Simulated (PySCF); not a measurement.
(3Z)-4-fluoropenta-1,3-diene (C5H7F), SMILES C(/C=C(\F)C)=C.

The structure is a stationary point at PBE0-D3(BJ)/def2-SVP. One conformer was computed; it need not be the lowest.

These are PySCF with PBE/def2-TZVP values and carry that method's errors.

Symmetry labels are those of the subgroup Cs that the program uses (full group Cs).

### Question
List the valence orbital energies around the gap with their symmetry. (An estimate is asked for; the answer gives what the named calculation found.)

### Answer

| orbital | symmetry | energy (eV) |
|---|---|---|
| HOMO−7 | A' | -10.40 |
| HOMO−6 | A' | -10.12 |
| HOMO−5 | A" | -9.88 |
| HOMO−4 | A' | -9.65 |
| HOMO−3 | A' | -8.79 |
| HOMO−2 | A' | -8.31 |
| HOMO−1 | A" | -7.71 |
| HOMO | A" | -5.39 |
| LUMO | A" | -1.59 |
| LUMO+1 | A' | 0.57 |
| LUMO+2 | A" | 0.84 |
| LUMO+3 | A' | 1.24 |
